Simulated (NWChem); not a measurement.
Molecule: AlH₂F; SMILES [F][AlH2]

```xyz
4

Al     0.0000     0.0000    -0.5763
H      0.0000     1.4212    -1.2945
H      0.0000    -1.4212    -1.2945
F      0.0000     0.0000     1.1043
```
Atoms are numbered in this order, from 1.

Geometry: optimised at PBE-D3(BJ)/def2-SVP.

 Unshifted, non-relativistic core excitations; the lowest 4 roots alone, so stronger bands may lie above.

Q: List the first F K-edge excitations from PBE/6-311G** (spherical d), restricted-window TDA (NWChem).

A: 
```csv
state,energy (eV),dipole oscillator strength,leading excitation (squared amplitude)
S1,656.5,0.0062,1s of atom 4 or its equivalents → LUMO (1.00)
S2,658.1,0.0034,1s of atom 4 or its equivalents → LUMO+1 (0.99)
S3,658.8,0.0000,1s of atom 4 or its equivalents → LUMO+2 (1.00)
S4,660.0,0.0017,1s of atom 4 or its equivalents → LUMO+3 (1.00)
```
